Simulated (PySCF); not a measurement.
C3H5 (SMILES [CH]=CC), doublet, geometry from GFN2-xTB. Base run: PBE0/STO-3G (PySCF).

PySCF was given this input:
```python
from pyscf import gto, scf, dft

mol = gto.Mole()
mol.atom = '''
    C     1.325170    0.179964   -0.009489
    C     0.060959    0.441362   -0.016029
    H     2.256522    0.693605   -0.030098
    H    -0.311249    1.475660   -0.052421
    C    -1.045896   -0.572802    0.022998
    H    -0.642507   -1.580553    0.058364
    H    -1.670082   -0.408215    0.900581
    H    -1.674084   -0.471648   -0.861307
'''
mol.basis = 'sto-3g'
mol.charge = 0
mol.spin = 1
mol.verbose = 4
mol.build()

mf = dft.UKS(mol)
mf.xc = 'pbe0'
mf.kernel()
```

The base run was repeated with changes; each row names its change, and settings that it needs were set with it.

```json
[
 {"change": "base", "ΔE vs base (mEh)": "0.000", "grid points": "91400", "electrons on the grid": "23.00000"},
 {"change": "grids.level = 2", "ΔE vs base (mEh)": "0.000", "grid points": "60488", "electrons on the grid": "23.00000"},
 {"change": "grids.atom_grid = (150, 974)", "ΔE vs base (mEh)": "-0.001", "grid points": "650280", "electrons on the grid": "23.00000"},
 {"change": "grids.prune = dft.gen_grid.treutler_prune", "ΔE vs base (mEh)": "0.004", "grid points": "78400", "electrons on the grid": "22.99999"},
 {"change": "grids.becke_scheme = stratmann", "ΔE vs base (mEh)": "0.000", "grid points": "91400", "electrons on the grid": "23.00000"},
 {"change": "grids.level = 5", "ΔE vs base (mEh)": "-0.001", "grid points": "246640", "electrons on the grid": "23.00000"},
 {"change": "grids.level = 0", "ΔE vs base (mEh)": "-10.118", "grid points": "6360", "electrons on the grid": "22.99868"},
 {"change": "grids.atom_grid = (75, 302)", "ΔE vs base (mEh)": "0.000", "grid points": "116544", "electrons on the grid": "23.00000"},
 {"change": "grids.radi_method = gauss_chebyshev", "ΔE vs base (mEh)": "0.000", "grid points": "89024", "electrons on the grid": "23.00000"},
 {"change": "grids.prune = dft.gen_grid.sg1_prune", "ΔE vs base (mEh)": "-0.011", "grid points": "40536", "electrons on the grid": "23.00003"},
 {"change": "grids.level = 7", "ΔE vs base (mEh)": "-0.001", "grid points": "510336", "electrons on the grid": "23.00000"}
]
```

Open shells are given as the SCF converged; they aren't shown to be the lowest states, and a large step between rows can be another state.
